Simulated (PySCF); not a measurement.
# SMILES N#C/C=C\C=C=CB(Cl)Cl, C6H4BCl2N

Molfile (atoms numbered from 1):
```
C6H4BCl2N
     RDKit          3D

 14 13  0  0  0  0  0  0  0  0999 V2000
   -3.6836    1.4790    1.0596 N   0  0  0  0  0  0  0  0  0  0  0  0
   -3.2122    0.6195    0.4618 C   0  0  0  0  0  0  0  0  0  0  0  0
   -2.6485   -0.4342   -0.2761 C   0  0  0  0  0  0  0  0  0  0  0  0
   -1.3406   -0.5063   -0.5759 C   0  0  0  0  0  0  0  0  0  0  0  0
   -0.3749    0.4821   -0.1626 C   0  0  0  0  0  0  0  0  0  0  0  0
    0.8927    0.4282   -0.4679 C   0  0  0  0  0  0  0  0  0  0  0  0
    2.1690    0.3408   -0.7268 C   0  0  0  0  0  0  0  0  0  0  0  0
    3.1879   -0.3890    0.1861 B   0  0  0  0  0  0  0  0  0  0  0  0
    2.6758   -1.1748    1.6304 Cl  0  0  0  0  0  0  0  0  0  0  0  0
    4.8528   -0.4293   -0.2443 Cl  0  0  0  0  0  0  0  0  0  0  0  0
   -3.3423   -1.1984   -0.5985 H   0  0  0  0  0  0  0  0  0  0  0  0
   -0.9680   -1.3421   -1.1515 H   0  0  0  0  0  0  0  0  0  0  0  0
   -0.7455    1.3132    0.4265 H   0  0  0  0  0  0  0  0  0  0  0  0
    2.5367    0.8109   -1.6327 H   0  0  0  0  0  0  0  0  0  0  0  0
  1  2  3  0
  2  3  1  0
  3  4  2  0
  4  5  1  0
  5  6  2  0
  6  7  2  0
  7  8  1  0
  8  9  1  0
  8 10  1  0
  3 11  1  0
  4 12  1  0
  5 13  1  0
  7 14  1  0
M  END
```

Method used: quadratic response OPBE/6-311G** first hyperpolarisability, Taylor convention, gas phase in PySCF. Geometry: GFN2-xTB.

Problem. Give the tensor of the static β(0;0,0) in the axes of these coordinates.

Solution. In au, Taylor convention; rows are the first index (the induced dipole):
```csv
,xx,yy,zz,xy,xz,yz
x,+70.6,-11.1,-52.9,+141.3,-90.8,+73.2
y,+141.3,+29.7,-14.7,-11.1,+73.2,+18.6
z,-90.8,+18.6,+79.8,+73.2,-52.9,-14.7
```
Norm of βᵢ = ⅓ Σⱼ (βᵢⱼⱼ + βⱼᵢⱼ + βⱼⱼᵢ): 156.7 au, hyper-Rayleigh value 123.1 au.
